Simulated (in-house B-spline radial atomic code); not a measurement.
# RPA and G0W0 on PBE0: the silicon ion Si²⁺

Configuration [Ne] 3s2, mean-field start PBE0. Computed with an all-electron radial atomic-structure program (B-spline basis): all electrons, scalar-relativistic (spin-free one-electron X2C), finite nucleus, each spin shell either full or empty, empty states to l = 9 with an (l + 1/2)⁻⁴ tail; G0W0 by contour deformation at full frequency.

Command:
```bash
python run_gw.py task.json out
```
Settings (radii: box in bohr, nucleus in fm):
```
Z                        14
electrons                12
configuration            [Ne] 3s2
hamiltonian              x2c
method                   pbe0
lmax                     9
rms_radius               3.1224
spin_polarised           False
box_radius               17.55
intervals                71
ion_configuration        [Ne] 3s1
```

Run time, properties included: 2.3 s on 1 thread of AMD EPYC 7R13 Processor (shared host).

Energies (hartree):

| term | value |
| --- | --- |
| mean-field total | -288.96395 |
| Hartree-Fock functional on these orbitals | -288.59692 |
| direct second order | -0.80361 |
| second-order exchange | 0.29173 |
| SOSEX correction | 0.2608 |

Q: What is the RPA correlation energy, and what remains with SOSEX?

A: RPA gives -0.7027 hartree (-1.59 eV per electron); RPA + SOSEX gives -0.44191, and the second-order doubles -0.51188 hartree (no singles). SOSEX takes back 37 % of the RPA value.

Quasi-particle levels (eV):

```json
{"level": "3s", "occupied": "yes", "mean field": "-29.690", "Σx - vxc": "-2.50", "Σc": "?", "QP weight": "?", "G0W0": "?"}
{"level": "3p", "occupied": "no", "mean field": "-19.387", "Σx - vxc": "4.18", "Σc": "-1.47", "QP weight": "0.935", "G0W0": "-16.680"}
```

G0W0 = mean field + (Σx - vxc) + Σc, with Σc (partial-wave tail included) taken at the quasi-particle energy. Levels of low weight are left out.

Q: Where does G0W0 put 3s?

A: At -33.77 eV, with Σc = -1.58 eV and a quasi-particle weight of 0.943. The tabulated removal energy is 33.493 eV (NIST, measured); the calculation leaves out spin-orbit coupling, Breit and QED terms, and what these don't explain is the method's own error.

Q: What does it cost to remove one electron (to [Ne] 3s1) by differences of total energies, each species on its own start (correlation terms add to the Hartree-Fock functional)?

A: PBE0 33.31 eV, Hartree-Fock functional 32.01 eV, + RPA 33.78 eV, + RPA + SOSEX 33.31 eV, + second order 33.84 eV. Tabulated: 33.493 eV (NIST, measured); the calculation leaves out spin-orbit coupling, Breit and QED terms, and what these don't explain is the method's own error.
